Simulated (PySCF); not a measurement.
# Bond length, frequency and bond energy of GaN by level of theory

State: ³Σ⁻ (triplet), unpaired electrons π ↑↑. Set-up: basis Ga cc-pVDZ-PP with ECP10, N cc-pVDZ; scalar-relativistic core potentials; PySCF 2.14. De refers to Ga + N in their high-spin ground configurations, without counterpoise correction. The functionals are run spin-unrestricted. A positive dipole means Ga(−)N(+).

| Level | Re (Å) | ωe (cm⁻¹) | De (eV) | μ (D) |
| --- | --- | --- | --- | --- |
| UHF | 2.007 | 519 | 0.357 | -1.90 |
| UHF-MP2 | 2.011 | 524 | 1.40 | n/a |
| UHF-SCS-MP2 | 2.018 | 516 | 1.41 | n/a |
| UHF-CCSD | 2.027 | 494 | 1.38 | n/a |
| UHF-CCSD(T) | 2.032 | 487 | 1.46 | n/a |
| PBE | 2.051 | 474 | 2.34 | -1.57 |
| BP86 | 2.050 | 476 | 2.37 | -1.58 |
| r²SCAN | 2.022 | 496 | 2.00 | -1.58 |
| PBE0 | 2.021 | 504 | 2.03 | -1.70 |
| BHandHLYP | 2.006 | 519 | 1.79 | -1.86 |
| B2PLYP | 2.024 | 501 | 1.87 | -1.91 |

The bond length runs from 2.006 Å (BHandHLYP) to 2.051 Å (PBE). De spans 0.36 eV (UHF, mean field) to 2.37 eV (BP86, GGA). Correlation at CCSD(T) changes the Hartree–Fock bond energy by +1.10 eV; the triples alone change it by +0.08 eV.

Correlated steps freeze 5 core orbitals. Correlated levels converge slowly with the basis: in double zeta they bind strong bonds too weakly, by up to about 1 eV, and carry superposition errors of some tenths. Spin–orbit coupling is left out. B2PLYP dipoles, levels and charges come from its SCF part alone. The state was picked by a PBE0 search and need not be the measured ground state.
